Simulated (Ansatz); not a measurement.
nido-B5H9 (I for H, site a on B) (B5H8I). The state is a singlet with charge 0. Geometry B3LYP-D4/def2-SVP, basis def2-TZVP, Ansatz.

| run | HOMO (eV) | LUMO (eV) |
| --- | --- | --- |
| A | -6.95 | -1.12 |
| B | -7.34 | -0.75 |
| C | -8.55 | 0.37 |
| D | -7.51 | -0.62 |
| E | -6.52 | -1.41 |
| F | -6.27 | -1.63 |

In the def2 sets I takes a core potential; there is no spin–orbit coupling. HSE06 is defined as in plane-wave codes, on full-range PBE exchange. Another isomer (singlet) lies 0.06 eV lower at PBE0-D4/def2-TZVP; other spin states weren't run for this one.

Q: The runs used CAM-B3LYP, HSE06, PBE, PBE0, r2SCAN, r2SCAN0. Estimate which is which.

A: A HSE06 (range-separated); B PBE0 (25 % exact exchange); C CAM-B3LYP (range-separated); D r2SCAN0 (25 % exact exchange); E r2SCAN (0 % exact exchange); F PBE (0 % exact exchange). Exact exchange lowers occupied and raises empty levels; among semilocal functionals meta-GGAs tend to open the gap a little, and such runs are hard to tell apart. The gap grows from 4.63 eV (PBE) to 8.93 eV (CAM-B3LYP).
